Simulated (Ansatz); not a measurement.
Computed with frozen-core CCSD(T)/cc-pVTZ // PBE0-D4/def2-TZVP (Ansatz, an electronic-structure program).

Ansatz 0.2 input:
```yaml
crystal:
  periodic: [false, false, false]
  atoms:
    - { symbol: N, position_ang: [-1.107128, -0.650697, -0.07576] }
    - { symbol: C, position_ang: [0.127086, -0.018671, 0.101578] }
    - { symbol: N, position_ang: [0.007883, 1.365085, 0.185768] }
    - { symbol: S, position_ang: [1.526019, -0.742595, -0.709987] }
    - { symbol: H, position_ang: [-1.784512, -0.376125, 0.623774] }
    - { symbol: H, position_ang: [-1.03703, -1.652846, -0.156925] }
    - { symbol: H, position_ang: [-0.544274, 1.78698, -0.557065] }
    - { symbol: H, position_ang: [0.893311, 1.833841, 0.291065] }
    - { symbol: H, position_ang: [1.918645, -1.544973, 0.297553] }
basis:
  gaussian: { orbitals: cc-pVTZ }
correlation:
  method: ccsd_t
magnetization:
  spin_polarized: true
  initial_magnetization: 1
```

Output:

```
Functional definition: HF
1116 factors; integrals over basis functions are off by at most 1.2e-3 eV
mean field evaluation 1: about -14887.5862 eV, gradient 2.6e1 eV
mean field evaluation 2: about -14887.5945 eV, gradient 2.6e1 eV
mean field evaluation 4: about -14890.9417 eV, gradient 3.1e0 eV
mean field evaluation 8: about -14891.0584 eV, gradient 2.3e-1 eV
mean field evaluation 16: about -14891.0340 eV, gradient 8.8e-1 eV
mean field evaluation 32: about -14886.8549 eV, gradient 2.8e-1 eV
mean field -14891.05999968 eV, -547.2363614654 hartree, gradient 5.0e-6 eV, S^2 0.764222; 0 other end points of the search recorded, 0 dependent functions left out
8 core orbitals not correlated
reference -14891.05999968 eV, -547.2363614654 hartree; 13, 12 occupied and 173, 174 virtual orbitals, 1116 factors
second order -20.39337346 eV of doubles, -0.00000000 eV of singles
cycle   1  -20.83513994 eV  change   -4.4e-1 eV  update   9.5e-2
cycle   2  -21.33512066 eV  change   -5.0e-1 eV  update   2.8e-2
cycle   3  -21.43817148 eV  change   -1.0e-1 eV  update   1.7e-2
cycle   4  -21.43116959 eV  change    7.0e-3 eV  update   6.8e-3
cycle   5  -21.43169250 eV  change   -5.2e-4 eV  update   3.6e-3
cycle   6  -21.43213026 eV  change   -4.4e-4 eV  update   1.2e-3
cycle   7  -21.43203262 eV  change    9.8e-5 eV  update   4.9e-4
cycle   8  -21.43222652 eV  change   -1.9e-4 eV  update   2.4e-4
cycle   9  -21.43222790 eV  change   -1.4e-6 eV  update   1.1e-4
cycle  10  -21.43216545 eV  change    6.2e-5 eV  update   5.1e-5
cycle  11  -21.43220995 eV  change   -4.4e-5 eV  update   2.5e-5
cycle  12  -21.43220578 eV  change    4.2e-6 eV  update   1.2e-5
perturbative correction -0.91038338 eV, -0.0334559722 hartree
Total energy: -14913.40258885 eV, -548.0574364728 hartree
```

Cost: around 5 core-minutes (rough).
